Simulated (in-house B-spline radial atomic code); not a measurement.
Solving the quasi-particle equation for 2s of Mg IX (Mg8+)

Configuration [He] 2s2, start r2SCAN, empty levels kept to 16200 hartree. Computed with an all-electron radial atomic-structure program (B-spline basis): all electrons, non-relativistic, point nucleus, each spin shell either full or empty, empty states to l = 9 with an (l + 1/2)⁻⁴ tail; G0W0 by contour deformation at full frequency.

At the mean-field level ε = -309.843 eV the matrix elements are Σx = -48.371 eV, v_xc = -34.603 eV and Σc(ε) = -4.952 eV, and the slope of the correlation self-energy is dΣc/dω = -0.0728. The quasi-particle energy solves E = ε + Σx − v_xc + Σc(E).

**Question.** What does the linearised equation give?

**Answer.** Z = 1/(1 − dΣc/dω) = 1/1.0728 = 0.9321. The first-order shift is Σx − v_xc + Σc(ε) = -48.371 − (-34.603) + (-4.952) = -18.720 eV, so E ≈ ε + Z × shift = -309.843 + 0.9321 × (-18.720) = -327.292 eV.

**Question.** How does that compare with the full solution and with static screening?

**Answer.** Solving the equation at full frequency dependence gives E = -327.534 eV, where Σc = -3.923 eV and the weight is 0.955; the linearised value is off by 242 meV. Leaving Z out would give -328.563 eV. Static COHSEX puts -9.892 eV in place of Σc and gives -333.503 eV, 5.97 eV deeper.
